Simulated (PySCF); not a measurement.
H₃GeO₃, SMILES [OH][Ge]([OH])[OH], doublet (B3LYP/def2-SVP optimised geometry):

```
7

O     -0.860     0.808     0.000
Ge    -0.359    -0.915     0.000
O     -0.860    -1.580     1.589
O      1.435    -0.915     0.000
H     -1.802     0.915     0.201
H     -0.469    -2.448     1.764
H      1.802    -0.396    -0.731
```

Method: unrestricted B3LYP/def2-TZVP (PySCF 2.14.0).

What are the frontier orbital energies (α orbitals alone; a β orbital can be the lowest empty one) and the dipole moment?

HOMO-2 -9.03 eV, HOMO-1 -9.03 eV, HOMO -6.34 eV, LUMO 0.44 eV, LUMO+1 0.46 eV; dipole moment 1.92 D.

Meta-Löwdin charges at B3LYP/def2-TZVP: O1 -0.70, Ge2 1.08, O3 -0.70, O4 -0.70, H5 0.34, H6 0.34, H7 0.34.
